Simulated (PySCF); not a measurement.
CH₇FOSi₃.

```xyz
13

O      2.1864    -1.0675     0.0000
Si     0.9049    -0.0184     0.0000
F      1.5290     1.4989     0.0000
Si    -0.9117    -0.1997    -1.4678
C     -1.9936     0.3620     0.0000
Si    -0.9117    -0.1997     1.4678
H      3.0747    -0.6952     0.0000
H     -1.0394     0.6194    -2.7087
H     -1.1836    -1.6330    -1.7911
H     -3.0270    -0.0167     0.0000
H     -2.0313     1.4660     0.0000
H     -1.1836    -1.6330     1.7911
H     -1.0394     0.6194     2.7087
```

Coordinates come from a ωB97X-D3(BJ)/def2-SVP optimisation. A frequency run showed that this geometry is not a minimum. The structure was generated by enumeration, and PubChem lists no compound with its InChIKey, so it may never have been made. The values are those of a single conformer.

The numbers are results of B3LYP/pcSseg-1 in PySCF, not measurements. Non-relativistic, no solvent.

Computed absolute GIAO shielding of each atom: isotropic value and principal components (ppm):
| atom | σ(iso) | σ11 | σ22 | σ33 | span |
|---|---|---|---|---|---|
| O1 | 261.4 | 220.1 | 268.0 | 296.1 | 76.0 |
| Si2 | 283.6 | 214.9 | 293.0 | 342.9 | 128.0 |
| F3 | 346.5 | 257.9 | 334.0 | 447.6 | 189.7 |
| Si4 | 379.5 | 275.7 | 388.0 | 474.9 | 199.2 |
| C5 | 195.8 | 185.0 | 192.9 | 209.7 | 24.7 |
| Si6 | 379.5 | 275.7 | 388.0 | 474.9 | 199.2 |
| H7 | 29.2 | 21.4 | 24.7 | 41.5 | 20.1 |
| H8 | 26.8 | 22.8 | 24.6 | 32.9 | 10.1 |
| H9 | 27.1 | 24.6 | 25.2 | 31.6 | 7.1 |
| H10 | 31.1 | 26.5 | 27.4 | 39.5 | 13.0 |
| H11 | 31.7 | 27.3 | 28.1 | 39.8 | 12.5 |
| H12 | 27.1 | 24.6 | 25.2 | 31.6 | 7.1 |
| H13 | 26.8 | 22.8 | 24.6 | 32.9 | 10.1 |
